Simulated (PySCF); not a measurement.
Species: C8H8.
Atom-mapped SMILES: `[CH:1]#[C:2][C:3]1([C:4]#[CH:5])[CH2:6][CH2:7][CH2:8]1` (hydrogens: H9 on C1; H10 on C5; H11, H12 on C6; H13, H14 on C7; H15, H16 on C8)

Computed with PySCF at CAM-B3LYP/def2-SVPD, non-relativistic, on one gas-phase PBE0-D3(BJ)/def2-SVP geometry that isn't relaxed in the solvent. The solvent is an IEF-PCM continuum (Bondi radii, 1.10 Å for H, scaled by 1.2), and excitations are vertical TDDFT with non-equilibrium linear response and a frozen core. The model holds no explicit solvent molecules, cavitation or dispersion.

Gas-phase singlets (H = HOMO, L = LUMO):

```json
{"state": "S1", "E (eV)": "6.320", "λ (nm)": "196", "f": "0.001", "leading configuration": "H→L+2 49%"}
{"state": "S2", "E (eV)": "6.414", "λ (nm)": "193", "f": "0.000", "leading configuration": "H-1→L+1 46%"}
{"state": "S3", "E (eV)": "6.617", "λ (nm)": "187", "f": "0.005", "leading configuration": "H-1→L+2 28%"}
{"state": "S4", "E (eV)": "6.674", "λ (nm)": "186", "f": "0.001", "leading configuration": "H-3→L+2 34%"}
{"state": "S5", "E (eV)": "6.677", "λ (nm)": "186", "f": "0.017", "leading configuration": "H→L+1 32%"}
```

Q: What are the lowest 5 singlets in benzene (ε = 2.271)?

A: 
```json
{"state": "S1", "E (eV)": "6.337", "λ (nm)": "196", "f": "0.001", "leading configuration": "H→L+2 55%", "change by rank (eV)": "+0.017"}
{"state": "S2", "E (eV)": "6.452", "λ (nm)": "192", "f": "0.000", "leading configuration": "H-1→L+1 47%", "change by rank (eV)": "+0.038"}
{"state": "S3", "E (eV)": "6.633", "λ (nm)": "187", "f": "0.009", "leading configuration": "H-1→L+2 28%", "change by rank (eV)": "+0.016"}
{"state": "S4", "E (eV)": "6.684", "λ (nm)": "185", "f": "0.024", "leading configuration": "H→L+1 31%", "change by rank (eV)": "+0.010"}
{"state": "S5", "E (eV)": "6.692", "λ (nm)": "185", "f": "0.001", "leading configuration": "H-3→L+2 36%", "change by rank (eV)": "+0.015"}
```

Q: Give the list for dimethylsulfoxide (ε = 46.83), n² = 2.19.

A: 
| state | E (eV) | λ (nm) | f | leading configuration | change by rank (eV) |
| --- | --- | --- | --- | --- | --- |
| S1 | 6.365 | 195 | 0.001 | H→L+2 63% | +0.045 |
| S2 | 6.503 | 191 | 0.000 | H-1→L+1 46% | +0.089 |
| S3 | 6.677 | 186 | 0.010 | H-1→L+2 29% | +0.060 |
| S4 | 6.724 | 184 | 0.021 | H→L+1 28% | +0.050 |
| S5 | 6.735 | 184 | 0.001 | H-3→L+2 38% | +0.058 |

Q: How do the frontier levels move from gas to dimethylsulfoxide?

A: 
| orbital | gas (eV) | solvent (eV) | change (eV) | Löwdin shares, gas | Löwdin shares, solvent |
| --- | --- | --- | --- | --- | --- |
| LUMO+2 | 1.60 | 1.50 | -0.10 | C5 24 %, C1 16 %, C4 16 %, C2 12 % | C5 22 %, C1 18 %, C4 17 %, C2 14 % |
| LUMO+1 | 1.47 | 1.45 | -0.02 | C1 16 %, C2 12 %, C5 11 %, C8 9 % | C1 18 %, C2 13 %, C5 11 %, C4 9 % |
| LUMO | 1.30 | 1.31 | +0.01 | C5 12 %, C1 11 %, C7 10 %, C6 9 % | C1 18 %, C5 17 %, C2 11 %, C4 9 % |
| HOMO | -8.86 | -8.99 | -0.13 | C5 19 %, C1 18 %, C4 16 %, C2 15 % | C5 19 %, C1 18 %, C4 15 %, C2 14 % |
| HOMO-1 | -9.13 | -9.33 | -0.20 | C1 27 %, C2 26 %, C4 20 %, C5 20 % | C1 27 %, C2 27 %, C4 19 %, C5 19 % |
| HOMO-2 | -9.43 | -9.55 | -0.12 | C5 20 %, C4 20 %, C2 14 %, C1 14 % | C5 20 %, C4 20 %, C2 13 %, C1 12 % |
| HOMO-3 | -9.49 | -9.68 | -0.19 | C2 22 %, C4 22 %, C1 22 %, C5 22 % | C2 23 %, C4 22 %, C1 22 %, C5 21 % |

The HOMO–LUMO gap goes from 10.17 to 10.30 eV. Rows go by rank; for LUMO and LUMO+1 the atom shares or the degeneracy differ between the runs, so the row needn't follow one orbital.
